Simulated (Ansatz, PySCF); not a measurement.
Be₂H₂, SMILES [BeH][BeH].

Geometry: PBE0-D3(BJ)/def2-TZVPD.

Vertical ionisation energy (IE) and electron affinity (EA) in eV. Rows of orbital energies are one-electron estimates. Where ΔSCF, EOM or ADC give a negative EA the extra electron is unbound and the value depends on the basis.

```csv
level,IE,EA
"−ε(HOMO), −ε(LUMO), ωB97X/def2-TZVPD (PySCF)",…,…
"−ε(HOMO), −ε(LUMO), M06-2X/def2-TZVPD (PySCF)",8.06,1.03
"−ε(HOMO), −ε(LUMO), PBE/def2-TZVPD (PySCF)",5.96,2.74
"ΔSCF, CAM-B3LYP/def2-TZVPD (Ansatz), final states of multiplicity 2 and 2",9.65,0.26
"ΔSCF, PBE/def2-TZVPD (Ansatz), final states of multiplicity 2 and 2",9.38,0.47
```

Task: Fill in the missing entries. (Estimate from the structure and the level; the computed values follow.)

Result: 
- −ε(HOMO), −ε(LUMO), ωB97X/def2-TZVPD (PySCF), IE: 9.41
- −ε(HOMO), −ε(LUMO), ωB97X/def2-TZVPD (PySCF), EA: 0.00

Task: What vertical singlet–triplet gap does ΔSCF give with CAM-B3LYP/def2-TZVPD (Ansatz, an electronic-structure program) and with PBE/def2-TZVPD (Ansatz)? (An estimate is asked for; the answer gives what the named calculation found.)

Result: 2.90 and 2.52 eV (triplet above singlet where positive).
